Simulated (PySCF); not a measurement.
Ti(F)4(OH2) (F4H2OTi), SMILES [F][Ti]([F])(<-[OH2])([F])[F], multiplicity 1. Geometry: PBE-D3(BJ)/def2-SVP. The multiplicity is an assumed one; other spin states were not compared.

Computed equilibrium geometry at PBE-D3(BJ)/def2-SVP (PySCF confirms it by a frequency run) as a Z-matrix, and its point group:
point group Cs.
```
Ti
F 1 1.7494
F 1 1.7499 2 101.44
F 1 1.7730 2 116.23 3 -107.09
F 1 1.7730 2 116.23 3 107.09
O 1 2.3335 2 84.16 3 180.00
H 6 0.9777 1 104.13 2 125.12
H 6 0.9777 7 104.98 4 -114.05
```
Charge 0, spin multiplicity 1.
